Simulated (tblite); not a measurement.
Species: C₇H₁₃BFN.
Numbering: `[F:1]/[CH:2]=[CH:3]/[CH2:4][BH:5][N:6]1[CH2:7][CH2:8][CH2:9][CH2:10]1` (hydrogens: H11 on C2; H12 on C3; H13, H14 on C4; H15 on B5; H16, H17 on C7; H18, H19 on C8; H20, H21 on C9; H22, H23 on C10)

Computed with GFN2-xTB (tblite), gas phase: L-BFGS steps from a force-field or distance-geometry start until the largest atomic force falls under 0.01 eV/Å.

Step 30: E = -830.6048 eV
```
atom  x, y, z in Å  |  force x, y, z in eV/Å
F1      5.4052   -0.1840    0.2012    0.037  -0.006  -0.009
C2      4.1716    0.2616   -0.1303    0.022  -0.016  -0.025
C3      3.1509    0.1583    0.6951    0.011   0.009   0.012
C4      1.7685    0.5993    0.3747   -0.054  -0.028  -0.005
B5      0.7315   -0.6181    0.2874   -0.044  -0.040   0.051
N6     -0.5969   -0.3668    0.0265   -0.015  -0.016  -0.008
C7     -1.1862    0.9249   -0.2862   -0.003  -0.007   0.007
C8     -2.6609    0.7793    0.0729   -0.021  -0.020   0.014
C9     -2.9474   -0.6716   -0.3065    0.010  -0.014   0.019
C10    -1.6440   -1.3864    0.0598    0.021   0.006  -0.001
H11     4.1512    0.6820   -1.1237    0.020   0.029  -0.032
H12     3.3020   -0.2982    1.6618    0.019  -0.009   0.035
H13     1.4330    1.2683    1.1729    0.002   0.028   0.009
H14     1.7672    1.1849   -0.5462    0.040  -0.009  -0.033
H15     1.0557   -1.7294    0.4856    0.009   0.060   0.016
H16    -1.0731    1.1385   -1.3568    0.003  -0.007  -0.012
H17    -0.6974    1.7231    0.2733    0.010  -0.010   0.007
H18    -3.2954    1.4904   -0.4522    0.009  -0.003  -0.002
H19    -2.7903    0.9173    1.1471   -0.030  -0.004   0.004
H20    -3.7979   -1.0788    0.2361   -0.023  -0.024  -0.044
H21    -3.1412   -0.7560   -1.3770    0.012   0.034   0.028
H22    -1.7012   -1.8090    1.0694   -0.017   0.019  -0.029
H23    -1.4094   -2.2025   -0.6289   -0.019   0.028  -0.001
```

Step 31: E = -830.6056 eV
```
atom  x, y, z in Å  |  force x, y, z in eV/Å
F1      5.4070   -0.1808    0.2012    0.042  -0.015   0.004
C2      4.1726    0.2615   -0.1314    0.029  -0.016  -0.024
C3      3.1515    0.1569    0.6933    0.018   0.009   0.005
C4      1.7683    0.5969    0.3738   -0.038  -0.012   0.003
B5      0.7298   -0.6186    0.2918   -0.041  -0.008   0.040
N6     -0.5970   -0.3650    0.0262   -0.016  -0.030   0.024
C7     -1.1870    0.9268   -0.2849   -0.014  -0.022   0.009
C8     -2.6619    0.7787    0.0739   -0.023  -0.017   0.013
C9     -2.9475   -0.6722   -0.3073    0.010   0.004   0.011
C10    -1.6432   -1.3852    0.0592   -0.011  -0.005  -0.005
H11     4.1561    0.6809   -1.1250   -0.001   0.036  -0.040
H12     3.3044   -0.2984    1.6606    0.013  -0.007   0.028
H13     1.4369    1.2687    1.1716   -0.005   0.029   0.002
H14     1.7642    1.1795   -0.5492    0.047  -0.009  -0.024
H15     1.0534   -1.7280    0.4943    0.008   0.030   0.017
H16    -1.0757    1.1384   -1.3560    0.008   0.009  -0.011
H17    -0.6998    1.7264    0.2750    0.008  -0.029  -0.007
H18    -3.2959    1.4905   -0.4510    0.006  -0.007   0.003
H19    -2.7930    0.9139    1.1483   -0.024   0.004   0.001
H20    -3.8004   -1.0792    0.2333    0.006  -0.022  -0.060
H21    -3.1370   -0.7547   -1.3789   -0.001   0.031   0.035
H22    -1.7024   -1.8099    1.0677   -0.005   0.022  -0.020
H23    -1.4081   -2.2002   -0.6304   -0.015   0.022  -0.003
```

Step 32: E = -830.6064 eV
```
atom  x, y, z in Å  |  force x, y, z in eV/Å
F1      5.4094   -0.1786    0.2012    0.030  -0.015   0.007
C2      4.1740    0.2611   -0.1328    0.029  -0.011  -0.019
C3      3.1525    0.1560    0.6920    0.018   0.005  -0.002
C4      1.7677    0.5947    0.3731    0.000   0.008   0.011
B5      0.7277   -0.6192    0.2963   -0.018   0.026   0.026
N6     -0.5975   -0.3640    0.0261   -0.023  -0.026   0.044
C7     -1.1880    0.9279   -0.2837   -0.021  -0.031   0.006
C8     -2.6631    0.7779    0.0750   -0.015  -0.006   0.011
C9     -2.9474   -0.6726   -0.3078    0.002   0.019  -0.001
C10    -1.6427   -1.3843    0.0587   -0.037  -0.013  -0.006
H11     4.1601    0.6806   -1.1268   -0.014   0.031  -0.029
H12     3.3068   -0.2986    1.6601    0.007   0.001   0.009
H13     1.4401    1.2696    1.1704   -0.009   0.024  -0.012
H14     1.7626    1.1746   -0.5522    0.047  -0.014  -0.007
H15     1.0521   -1.7263    0.5020    0.005  -0.003   0.021
H16    -1.0781    1.1386   -1.3554    0.010   0.016  -0.001
H17    -0.7016    1.7286    0.2763    0.005  -0.043  -0.016
H18    -3.2961    1.4904   -0.4501   -0.001  -0.009   0.007
H19    -2.7960    0.9112    1.1494   -0.018   0.011   0.003
H20    -3.8025   -1.0799    0.2298    0.022  -0.023  -0.062
H21    -3.1335   -0.7529   -1.3798   -0.011   0.026   0.025
H22    -1.7035   -1.8101    1.0660    0.003   0.017  -0.004
H23    -1.4077   -2.1980   -0.6318   -0.010   0.009  -0.010
```

Step 33: E = -830.6071 eV
```
atom  x, y, z in Å  |  force x, y, z in eV/Å
F1      5.4121   -0.1770    0.2013    0.008  -0.010   0.002
C2      4.1758    0.2606   -0.1344    0.016  -0.003  -0.008
C3      3.1538    0.1553    0.6908    0.018   0.000  -0.010
C4      1.7673    0.5929    0.3727    0.040   0.024   0.015
B5      0.7256   -0.6194    0.3013    0.001   0.049   0.010
N6     -0.5984   -0.3635    0.0270   -0.016  -0.015   0.052
C7     -1.1892    0.9283   -0.2826   -0.021  -0.029   0.002
C8     -2.6645    0.7772    0.0763   -0.006   0.008   0.008
C9     -2.9473   -0.6726   -0.3082   -0.009   0.026  -0.013
C10    -1.6429   -1.3837    0.0581   -0.049  -0.018  -0.004
H11     4.1633    0.6812   -1.1288   -0.019   0.017  -0.006
H12     3.3091   -0.2987    1.6599    0.004   0.011  -0.016
H13     1.4428    1.2711    1.1691   -0.008   0.020  -0.025
H14     1.7621    1.1699   -0.5551    0.041  -0.020   0.010
H15     1.0514   -1.7249    0.5090    0.000  -0.025   0.025
H16    -1.0803    1.1389   -1.3549    0.011   0.014   0.014
H17    -0.7032    1.7297    0.2771    0.004  -0.051  -0.021
H18    -3.2963    1.4902   -0.4492   -0.009  -0.008   0.007
H19    -2.7993    0.9092    1.1504   -0.011   0.015   0.007
H20    -3.8041   -1.0809    0.2254    0.024  -0.027  -0.052
H21    -3.1304   -0.7506   -1.3803   -0.019   0.022   0.002
H22    -1.7045   -1.8102    1.0644    0.005   0.005   0.015
H23    -1.4077   -2.1959   -0.6334   -0.005  -0.005  -0.016
```

Question: Estimate the geometry and energy of step 34. (The exact step hangs on the optimiser's Hessian estimate; all steps are aligned on step 33, rigid shifts and turns removed.)

Answer: E = -830.6079 eV, largest force 0.076 eV/Å
```
atom  x, y, z in Å  |  force x, y, z in eV/Å
F1      5.4152   -0.1756    0.2014   -0.015  -0.003  -0.010
C2      4.1780    0.2600   -0.1365    0.003   0.007   0.004
C3      3.1558    0.1545    0.6893    0.014  -0.002  -0.013
C4      1.7676    0.5915    0.3726    0.068   0.031   0.014
B5      0.7234   -0.6191    0.3075    0.026   0.050  -0.006
N6     -0.5997   -0.3633    0.0298   -0.012   0.002   0.046
C7     -1.1909    0.9281   -0.2812   -0.016  -0.020  -0.001
C8     -2.6661    0.7765    0.0779    0.001   0.019   0.005
C9     -2.9473   -0.6722   -0.3089   -0.018   0.022  -0.024
C10    -1.6438   -1.3833    0.0576   -0.040  -0.018   0.002
H11     4.1660    0.6823   -1.1310   -0.018  -0.001   0.022
H12     3.3117   -0.2987    1.6594    0.004   0.018  -0.037
H13     1.4457    1.2735    1.1671   -0.002   0.017  -0.034
H14     1.7625    1.1642   -0.5582    0.034  -0.021   0.023
H15     1.0507   -1.7236    0.5165   -0.009  -0.032   0.029
H16    -1.0827    1.1389   -1.3541    0.010   0.005   0.028
H17    -0.7048    1.7302    0.2773    0.006  -0.049  -0.016
H18    -3.2967    1.4899   -0.4480   -0.019  -0.002   0.005
H19    -2.8032    0.9073    1.1518   -0.001   0.018   0.012
H20    -3.8056   -1.0825    0.2194    0.013  -0.032  -0.031
H21    -3.1272   -0.7475   -1.3810   -0.023   0.020  -0.029
H22    -1.7056   -1.8107    1.0628   -0.001  -0.011   0.031
H23    -1.4076   -2.1934   -0.6354   -0.004  -0.018  -0.020
```

The energy changes by -0.0008 eV. The first-order estimate −F·Δx gives -0.0011 eV and the mean of the old and new forces, exact on a quadratic surface, -0.0008 eV. The step makes an angle of 70° with the force vector and moves no atom by more than 0.008 Å.

The cost below is that of the whole relaxation. On one thread of an Intel Xeon at 2.50 GHz, no GPU, on a shared host, this took 3.0 s of wall time.
